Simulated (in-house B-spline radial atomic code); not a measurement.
A run on the molybdenum ion Mo⁴⁺ (an excited or competing configuration) that did not converge. Method: scalar-relativistic (X2C) wB97X, spin-polarised, spherical fractional occupations, exact exchange averaged over the configuration, Fermi nucleus of rms radius 4.4091 fm; computed with a B-spline radial code for spherical atoms.

Command:
```bash
python run_scf.py task.json out
```
Settings (nuclear radius in fm, mass in u):
```
Z                42
configuration    [Kr] 4d1 5f1
hamiltonian      x2c
method           wb97x
spin_polarised   True
nucleus          fermi
rms_radius       4.4091
atomic_mass      97.9054
speed_of_light   137.035999084
exact_exchange   averaged over the configuration
```

First and last ten iterations of the last attempt (damped for 15 steps, keeping 80 % of the old Fock matrix, then DIIS):
```
 iter        energy (Eh)    residual
    1       -4038.025441    4.99e-01
    2       -4042.717736    2.34e-01
    3       -4043.266080    1.55e-01
    4       -4043.529499    1.12e-01
    5       -4043.656501    8.10e-02
    6       -4043.717916    5.90e-02
    7       -4043.747895    4.32e-02
    8       -4043.762754    3.18e-02
    9       -4043.770279    2.35e-02
   10       -4043.774138    1.74e-02
  111       -4043.778649    3.31e-06
  112       -4043.778649    2.90e-06
  113       -4043.778649    2.23e-06
  114       -4043.778649    5.79e-06
  115       -4043.778649    2.49e-06
  116       -4043.778649    2.20e-06
  117       -4043.778649    3.26e-06
  118       -4043.778649    2.43e-06
  119       -4043.778649    1.19e-06
  120       -4043.778649    2.05e-06
 not converged after 120 iterations
```

The smallest residual met was 8.7e-07; the threshold is about 4e-07. Over the last five steps the energy moves by less than 2e-08 hartree, but the orbitals didn't meet the threshold. Cost of the run: 15 s on 1 thread of Intel(R) Xeon(R) 6975P-C, with other jobs on the host.
